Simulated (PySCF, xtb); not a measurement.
C4H5NS2, SMILES Cc1ncsc1S. The values are those of a single conformer.

Harmonic wavenumbers (cm⁻¹) from GFN2-xTB (xtb 6.7.1) at its own minimum, in rising order: 94, 144, 159, 196, 261, 315, 434, 459, 590, 592, 689, 752, 800, 830, 964, 1000, 1033, 1047, 1159, 1339, 1393, 1467, 1472, 1473, 1528, 2432, 2994, 3004, 3070, 3170.

Q: What does PySCF 2.14.0 with r2SCAN-D4/def2-SVP give at its own minimum? (Estimate from the structure and the level; the computed values follow.)

A: 77, 161, 169, 222, 259, 342, 460, 507, 584, 657, 696, 794, 838, 929, 942, 997, 1040, 1075, 1247, 1351, 1386, 1440, 1449, 1480, 1549, 2633, 3042, 3127, 3172, 3211. Paired by order, the mean absolute difference is 40 cm⁻¹ and the zero-point energies are 49.8 and 51.2 kcal/mol.
